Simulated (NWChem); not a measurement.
Molecule: SnH3O2Br; SMILES [OH][SnH]([OH])[Br]

```xyz
7

Sn    -0.0068     0.7122     0.2594
O     -1.5430     1.5264    -0.6598
O      1.6470     1.3351    -0.6189
Br    -0.0291    -1.7624    -0.0575
H     -0.1117     1.1590     1.8921
H     -1.5026     1.4244    -1.6184
H      2.1420     0.5998    -1.0015
```
Atoms are numbered in this order, from 1.

All runs: NWChem. Structure relaxed at the PBE0/def2-SVP level. No frequency run checked for a minimum. def2 effective core potentials on Sn; no spin-orbit coupling. B3LYP is NWChem's, with the RPA form of VWN correlation. Ions are spin-unrestricted doublets at the neutral geometry; other ion states weren't tried.

For level B3LYP/def2-SVP:

```
Quantity                               Value
-------------------------------------  -----
vertical ionisation energy, ΔSCF (eV)  10.53
−ε(HOMO) (eV)                           8.16
```

### Question
Estimate the same quantities for level PBE/def2-SVP.

### Answer
| Property | Value |
|---|---|
| vertical ionisation energy, ΔSCF (eV) | 9.97 |
| −ε(HOMO) (eV) | 6.94 |
